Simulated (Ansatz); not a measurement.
Start from `[Cl][Sc]([Cl])[Cl]` and change one atom or group to get `C[O][Sc]([Cl])[Cl]`.

Ansatz, PBE0-D4/def2-TZVP geometries, multiplicity 1. Each molecule was computed in one conformer, which needn't be the lowest.

Scalar relativity is left out up to krypton.

```tsv
property	`[Cl][Sc]([Cl])[Cl]`
HOMO energy (B3LYP/def2-TZVPP) / eV	-8.98
size of the dipole moment (PBE/def2-TZVPP) / D	0.01
HOMO–LUMO gap (PBE0/def2-TZVPP) / eV	6.03
size of the dipole moment (ωB97M-V/def2-TZVPP) / D	0.01
HOMO energy (PBE/def2-TZVPP) / eV	-7.89
HOMO energy (PBE0/def2-TZVPP) / eV	-9.26
```

**Question.** What does the change do to each property? (Best estimate.)

**Answer.** The calculation gave: 
```csv
property,`C[O][Sc]([Cl])[Cl]`,shift
HOMO energy (B3LYP/def2-TZVPP) / eV,-8.31,0.67
size of the dipole moment (PBE/def2-TZVPP) / D,3.43,3.42
HOMO–LUMO gap (PBE0/def2-TZVPP) / eV,6.06,0.03
size of the dipole moment (ωB97M-V/def2-TZVPP) / D,3.34,3.33
HOMO energy (PBE/def2-TZVPP) / eV,-7.13,0.76
HOMO energy (PBE0/def2-TZVPP) / eV,-8.57,0.69
```

B3LYP here is the variant with VWN-RPA as its local correlation; programs differ in this.
